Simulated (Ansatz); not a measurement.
AlF2HO, SMILES `[OH][Al]([F])[F]`, relaxed with RKS PBE-D4/def2-SVP in Ansatz from a rough embedded geometry. The force threshold is 0.03 eV/Å; the program also tests the step.

Total charge 0; spin multiplicity 1.

Start:

```xyz
5

O     0.195   -0.659    1.201
Al    0.191    0.119   -0.400
F     0.655    1.822   -0.523
F    -0.292   -0.717   -1.855
H    -0.749   -0.565    1.576
```

Q: How much energy does the relaxation release, and in how many steps? (Estimate.)

A: Computed: 48.93 kJ/mol, in 9 steps, 1 of them rejected.

Q: Which bonds change most? (Best estimate.)

A: Ansatz gave: Al2–F3 from 1.769 to 1.662 Å; O1–Al2 from 1.780 to 1.699 Å; Al2–F4 from 1.745 to 1.666 Å; O1–H5 from 1.020 to 0.970 Å.

Q: Give the relaxed structure. (Estimate.)

A: Ansatz gave: 
```xyz
5

O    -0.107   -0.225    1.242
Al    0.128    0.253   -0.371
F     0.864    1.713   -0.671
F    -0.346   -0.678   -1.669
H    -0.539   -1.063    1.470
```
